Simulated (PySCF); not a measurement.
Simulated characterisation data

PySCF calculation with geometry from GFN2-xTB and shielding tensors at PBE0/pcSseg-1 (GIAO); gas phase, one conformer, equivalent nuclei averaged, non-relativistic.

δ = σ(ref) − σ, references computed at the same level: TMS for ¹H, ¹³C. Splittings of carbon signals by F and P are missing where no couplings were computed. Where no couplings were computed, multiplicities follow the n + 1 count of equivalent neighbours, and m marks all less simple cases (inequivalent or close neighbours, rings, F or P nearby). Shifts are as computed. Against solution values, carbons near 30 ppm lie about +3 ppm off and those near 130 ppm about +5 ppm. Of 1211 compounds with measured shifts, 218 miss one by over three times the rms of a fit or turn the order of signals round; such compounds aren't used in these exercises. OH and NH positions are gas-phase values without hydrogen bonding to other molecules.

**1.** SMILES N=[P@@]1(C(C)C)C(C=C)=C1, C₇H₁₂NP. ¹H NMR (500 MHz, computed): δ 9.11 (m, 1H), 6.82 (m, 1H), 6.13 (m, 1H), 6.11 (m, 1H), 1.71 (m, 3H), 1.64 (m, 3H), 1.36 (m, 1H), -0.70 (br s, 1H). ¹³C{¹H} NMR (computed): δ 186.8 (C), 168.6 (CH), 136.6 (CH2), 134.6 (CH), 43.2 (CH), 22.0 (CH3), 19.8 (CH3).

**2.** `InChI=1S/C5H10N2/c1-3-5-7-6-4-2/h3-4,7H,1,5H2,2H3/b6-4-`. ¹H NMR (500 MHz, computed): δ 6.29 (q, 1H), 5.92 (m, 1H), 5.45 (m, 1H), 5.33 (m, 1H), 4.66 (br s, 1H), 4.03 (d, 2H), 1.62 (d, 3H). ¹³C{¹H} NMR (computed): δ 144.9, 128.8, 123.6, 59.8, 12.4.
